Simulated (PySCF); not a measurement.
I2, triplet, at a GFN2-xTB geometry (a higher spin typed on purpose: for a closed-shell molecule this is an excited state) (all electrons, no relativity). Base run: HF/6-311G** (PySCF).

Here is a job for PySCF.
```python
from pyscf import gto, scf

mol = gto.Mole()
mol.atom = '''
    I    -0.000000   -0.000000   -1.584197
    I     0.000000    0.000000    1.584197
'''
mol.basis = '6-311g**'
mol.charge = 0
mol.spin = 2
mol.verbose = 4
mol.build()

mf = scf.UHF(mol)
mf.kernel()
mf.analyze()
```

Variants of this job, named by their change:

```json
[
 {"change": "base", "ΔE vs base (mEh)": "0.000", "SCF cycles": "10", "<S^2>": "2.030", "outcome": "converged"},
 {"change": "DIIS = EDIIS", "ΔE vs base (mEh)": "0.000", "SCF cycles": "36", "<S^2>": "2.029", "outcome": "converged"},
 {"change": "conv_tol = 1e-4", "ΔE vs base (mEh)": "0.000", "SCF cycles": "6", "<S^2>": "2.029", "outcome": "converged"},
 {"change": "conv_tol = 1e-12", "ΔE vs base (mEh)": "0.000", "SCF cycles": "41", "<S^2>": "2.029", "outcome": "converged"},
 {"change": "diis = off; damp = 0.3 (with mf.diis_start_cycle = 200; with mf.max_cycle = 150)", "ΔE vs base (mEh)": "0.000", "SCF cycles": "19", "<S^2>": "2.029", "outcome": "converged"},
 {"change": "level_shift = 0.3 (with mf.max_cycle = 100)", "ΔE vs base (mEh)": "0.000", "SCF cycles": "12", "<S^2>": "2.029", "outcome": "converged"},
 {"change": "solver = newton; init_guess = 1e", "ΔE vs base (mEh)": "-18.500", "SCF cycles": "-", "<S^2>": "2.016", "outcome": "another SCF solution"},
 {"change": "diis_space = 20", "ΔE vs base (mEh)": "0.000", "SCF cycles": "10", "<S^2>": "2.030", "outcome": "converged"},
 {"change": "diis_space = 4", "ΔE vs base (mEh)": "0.000", "SCF cycles": "10", "<S^2>": "2.029", "outcome": "converged"},
 {"change": "diis = off; damp = 0.6 (with mf.diis_start_cycle = 200; with mf.max_cycle = 150)", "ΔE vs base (mEh)": "0.000", "SCF cycles": "34", "<S^2>": "2.029", "outcome": "converged"},
 {"change": "diis_space = 12", "ΔE vs base (mEh)": "0.000", "SCF cycles": "10", "<S^2>": "2.030", "outcome": "converged"},
 {"change": "init_guess = huckel", "ΔE vs base (mEh)": "0.000", "SCF cycles": "8", "<S^2>": "2.029", "outcome": "converged"},
 {"change": "level_shift = 0.5 (with mf.max_cycle = 100)", "ΔE vs base (mEh)": "0.000", "SCF cycles": "14", "<S^2>": "2.029", "outcome": "converged"}
]
```

A guess, shift, damping, solver or small numerical setting can't move a converged solution much, so rows marked as another SCF solution ended in a different state.

Open shells are given as the SCF converged; they aren't shown to be the lowest states, and a large step between rows can be another state.
